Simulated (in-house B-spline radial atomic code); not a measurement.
## RPA and G0W0 on TPSS: Eu+

Configuration [Xe] 4f7 6s1, highest spin, mean-field start TPSS. Computed with a B-spline radial code for spherical atoms: all electrons, scalar-relativistic (spin-free one-electron X2C), finite nucleus, each spin shell either full or empty, empty states to l = 9 with an (l + 1/2)⁻⁴ tail; G0W0 by contour deformation at full frequency.

Without the two-electron picture change, the correlation of inner shells comes somewhat too large for so heavy an element.

RPA overbinds a lone outer s electron by self-correlation, and G0W0 tends to as well.

Command:
```bash
python run_gw.py task.json out
```
Settings (radii: box in bohr, nucleus in fm):
```
Z                        63
electrons                62
configuration            [Xe] 4f7 6s1
hamiltonian              x2c
method                   tpss,tpss
lmax                     9
rms_radius               5.1115
spin_polarised           True
box_radius               23.78
intervals                70
ion_configuration        [Xe] 4f7
```

Run time, properties included: 20 s on 1 thread of Arm Neoverse N1, on a shared host.

Energies (hartree):

```
                                     term         value
                         mean-field total  -10843.11070
Hartree-Fock functional on these orbitals  -10839.44969
                      direct second order       -6.3274
                    second-order exchange        1.6911
                         SOSEX correction         1.527
```

**Question.** What is the RPA correlation energy, and what remains with SOSEX?

**Answer.** RPA gives -5.3089 hartree (-2.33 eV per electron); RPA + SOSEX gives -3.7819, and the second-order doubles -4.6363 hartree (no singles). SOSEX takes back 29 % of the RPA value.

Quasi-particle levels (eV):

| level | occupied | mean field | Σx - vxc | Σc | QP weight | G0W0 |
| --- | --- | --- | --- | --- | --- | --- |
| 6s up | yes | -8.747 | -1.81 | ? | ? | ? |
| 5d up | no | -7.461 | 4.81 | -1.80 | 0.737 | -4.451 |

G0W0 = mean field + (Σx - vxc) + Σc, with Σc (partial-wave tail included) taken at the quasi-particle energy. Only the outer levels were computed. Levels of low weight are left out.

**Question.** Where does G0W0 put 6s up?

**Answer.** At -11.730 eV, with Σc = -1.17 eV and a quasi-particle weight of 0.887. The tabulated removal energy is 11.24 ± 0.006 eV (NIST, semi-empirical); the calculation leaves out spin-orbit coupling, Breit and QED terms, and what these don't explain is the method's own error.

**Question.** What does it cost to remove one electron (to [Xe] 4f7) by differences of total energies, each species on its own start (correlation terms add to the Hartree-Fock functional)?

**Answer.** TPSS 11.195 eV, Hartree-Fock functional 10.295 eV, + RPA 11.785 eV, + RPA + SOSEX 11.084 eV, + second order 12.310 eV. Tabulated: 11.24 ± 0.006 eV (NIST, semi-empirical); the calculation leaves out spin-orbit coupling, Breit and QED terms, and what these don't explain is the method's own error.
